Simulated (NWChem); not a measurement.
System: C$_{4}$H$_{5}$F; SMILES FC1=CCC1

Here is an NWChem input.

```
start job
memory heap 200 mb stack 900 mb global 1100 mb
geometry units angstroms noautosym nocenter noautoz
  F     -0.013480    -1.834493     0.000000
  C      0.058409    -0.518010     0.000000
  C      1.072772     0.351887     0.000000
  C      0.110261     1.523086     0.000000
  C     -1.052089     0.480590     0.000000
  H      2.159779     0.269721     0.000000
  H      0.139436     2.163640    -0.896321
  H      0.139436     2.163640     0.896321
  H     -1.691668     0.489940    -0.897187
  H     -1.691668     0.489940     0.897187
end
basis spherical
  * library 6-31g*
end
dft
  xc b3lyp
  iterations 150
end
cosmo
  do_cosmo_smd true
  solvent propanol
end
task dft energy
```

Output (shortened):

```
             Northwest Computational Chemistry Package (NWChem) 7.3.0
             --------------------------------------------------------

                             Geometry "geometry" -> ""
                             -------------------------

 Output coordinates in angstroms (scale by  1.889725989 to convert to a.u.)

  No.       Tag          Charge          X              Y              Z
 ---- ---------------- ---------- -------------- -------------- --------------
    1 F                    9.0000    -0.01348000    -1.83449300     0.00000000
    2 C                    6.0000     0.05840900    -0.51801000     0.00000000
    3 C                    6.0000     1.07277200     0.35188700     0.00000000
    4 C                    6.0000     0.11026100     1.52308600     0.00000000
    5 C                    6.0000    -1.05208900     0.48059000     0.00000000
    6 H                    1.0000     2.15977900     0.26972100     0.00000000
    7 H                    1.0000     0.13943600     2.16364000    -0.89632100
    8 H                    1.0000     0.13943600     2.16364000     0.89632100
    9 H                    1.0000    -1.69166800     0.48994000    -0.89718700
   10 H                    1.0000    -1.69166800     0.48994000     0.89718700

 Effective nuclear repulsion energy (a.u.)     166.2105342675

                                 NWChem DFT Module
                                 -----------------

 Summary of "ao basis" -> "ao basis" (spherical)
 ------------------------------------------------------------------------------
       Tag                 Description            Shells   Functions and Types
 ---------------- ------------------------------  ------  ---------------------
 F                           6-31g*                  6       14   3s2p1d
 C                           6-31g*                  6       14   3s2p1d
 H                           6-31g*                  2        2   2s

 in cosmo_initialize ...
 calling solv_data for solv:propanol

 solvent parameters
 solvname_short: propanol
 solvname_long:  1-propanol
 dielec:       20.5240
 dielecinf:     1.9182
 nonaqueous SMD model solvent descriptors
 dielec:       20.5240
 sola:          0.3700
 solb:          0.4800
 solc:          0.0000
 solg:         33.5700
 solh:          0.0000
 soln:          1.3850

          ---------------
          -cosmo- solvent
          ---------------
 Cosmo: York-Karplus, doi: 10.1021/jp992097l
 dielectric constant -eps-     =  20.52
 screen = (eps-1)/(eps    )    =   0.95128
 surface charge correction     = lagrangian

   van der Waals surface
 --------------------------

[...]

                                COSMO-SMD solvation results
                                ---------------------------

             internal energy in gas <Psi(g)|H|Psi(g)> =      -255.206421258452
         internal energy in solvent <Psi(s)|H|Psi(s)> =      -255.206064941628
                               delta internal energy  =         0.000356316825 (    0.22 kcal/mol)
   total free energy in solvent <Psi(s)|H+V/2|Psi(s)> =      -255.209243269496
 polarization energy contribution <Psi(s)|V/2|Psi(s)> =        -0.003178327868 (   -1.99 kcal/mol)
    total free energy in solvent including G(SMD-CDS) =      -255.210182309608
                       G(SMD-CDS) energy contribution =        -0.000939040112 (   -0.59 kcal/mol)
     1 M fixed-concentration free energy of solvation =        -0.003761051156 (   -2.36 kcal/mol)

                       DFT Final Molecular Orbital Analysis
                       ------------------------------------

 Vector   17  Occ=2.000000D+00  E=-3.424288D-01
              MO Center= -3.4D-01,  5.2D-01, -3.6D-12, r^2= 2.4D+00
   Bfn.  Coefficient  Atom+Function         Bfn.  Coefficient  Atom+Function
  ----- ------------  ---------------      ----- ------------  ---------------
    60      0.379475   5 C  py               45     -0.313216   4 C  px
     3     -0.240731   1 F  px               64      0.204931   5 C  py
    46     -0.189564   4 C  py                7     -0.166938   1 F  px
    49     -0.166076   4 C  px               17      0.159008   2 C  px
     4      0.119648   1 F  py               20     -0.112001   2 C  s

 Vector   18  Occ=2.000000D+00  E=-3.345388D-01
              MO Center=  1.5D-02,  2.3D-01, -2.3D-09, r^2= 2.8D+00
   Bfn.  Coefficient  Atom+Function         Bfn.  Coefficient  Atom+Function
  ----- ------------  ---------------      ----- ------------  ---------------
    59      0.323365   5 C  px               31      0.289573   3 C  px
    17     -0.260134   2 C  px               45     -0.226208   4 C  px
     3      0.213155   1 F  px               63      0.212152   5 C  px
    72      0.206664   6 H  s                62      0.204098   5 C  s
    71      0.172367   6 H  s                 7      0.152135   1 F  px

 Vector   19  Occ=2.000000D+00  E=-2.399286D-01
              MO Center=  4.4D-01,  3.5D-02, -3.1D-10, r^2= 2.3D+00
   Bfn.  Coefficient  Atom+Function         Bfn.  Coefficient  Atom+Function
  ----- ------------  ---------------      ----- ------------  ---------------
    33      0.398085   3 C  pz               19      0.365247   2 C  pz
    37      0.316844   3 C  pz                5     -0.236833   1 F  pz
    23      0.205693   2 C  pz                9     -0.189980   1 F  pz
    74      0.129772   7 H  s                76     -0.129772   8 H  s
    78      0.118668   9 H  s                80     -0.118668  10 H  s

 Vector   20  Occ=0.000000D+00  E= 3.336798D-02
              MO Center=  3.8D-01, -4.0D-02, -9.0D-10, r^2= 2.3D+00
   Bfn.  Coefficient  Atom+Function         Bfn.  Coefficient  Atom+Function
  ----- ------------  ---------------      ----- ------------  ---------------
    37      0.580592   3 C  pz               23     -0.525567   2 C  pz
    19     -0.488292   2 C  pz               33      0.406462   3 C  pz
    78     -0.305962   9 H  s                80      0.305962  10 H  s
     5      0.186677   1 F  pz                9      0.180376   1 F  pz
    65     -0.175349   5 C  pz               74      0.121497   7 H  s

 Vector   21  Occ=0.000000D+00  E= 1.142779D-01
              MO Center= -5.8D-01,  1.3D+00, -7.5D-09, r^2= 4.8D+00
   Bfn.  Coefficient  Atom+Function         Bfn.  Coefficient  Atom+Function
  ----- ------------  ---------------      ----- ------------  ---------------
    48      1.687143   4 C  s                62      1.221591   5 C  s
    74     -0.939641   7 H  s                76     -0.939641   8 H  s
    78     -0.860095   9 H  s                80     -0.860095  10 H  s
    63     -0.488908   5 C  px               50      0.340961   4 C  py
    72     -0.333978   6 H  s                36     -0.276497   3 C  py

 Vector   22  Occ=0.000000D+00  E= 1.445139D-01
              MO Center= -6.2D-01,  1.3D+00,  2.0D-08, r^2= 4.4D+00
   Bfn.  Coefficient  Atom+Function         Bfn.  Coefficient  Atom+Function
  ----- ------------  ---------------      ----- ------------  ---------------
    74      1.044133   7 H  s                76     -1.044133   8 H  s
    78      0.918699   9 H  s                80     -0.918699  10 H  s
    51      0.852534   4 C  pz               65      0.731651   5 C  pz
    47      0.308551   4 C  pz               61      0.292332   5 C  pz
    23     -0.237352   2 C  pz               37     -0.156077   3 C  pz

     Multipole analysis of the density
     ---------------------------------

     L   x y z        total         alpha         beta         nuclear
     -   - - -        -----         -----         ----         -------
     0   0 0 0     -0.000000    -19.000000    -19.000000     38.000000

     1   1 0 0     -0.120815     -0.126655     -0.126655      0.132494
     1   0 1 0      0.574592      0.200594      0.200594      0.173405
     1   0 0 1     -0.000000     -0.000000     -0.000000      0.000000

     2   2 0 0    -19.918796    -52.934385    -52.934385     85.949974
     2   1 1 0     -0.062470      0.311310      0.311310     -0.685091
     2   1 0 1      0.000000      0.000000      0.000000      0.000000
     2   0 2 0    -22.697482   -114.661932   -114.661932    206.626381
     2   0 1 1      0.000000      0.000000      0.000000      0.000000
     2   0 0 2    -21.351291    -16.419116    -16.419116     11.486941
```

Level: B3LYP/6-31G* (spherical d), SMD on the gas-phase geometry. The geometry was optimised at PBE0/def2-SVP. Solvent: 1-propanol.
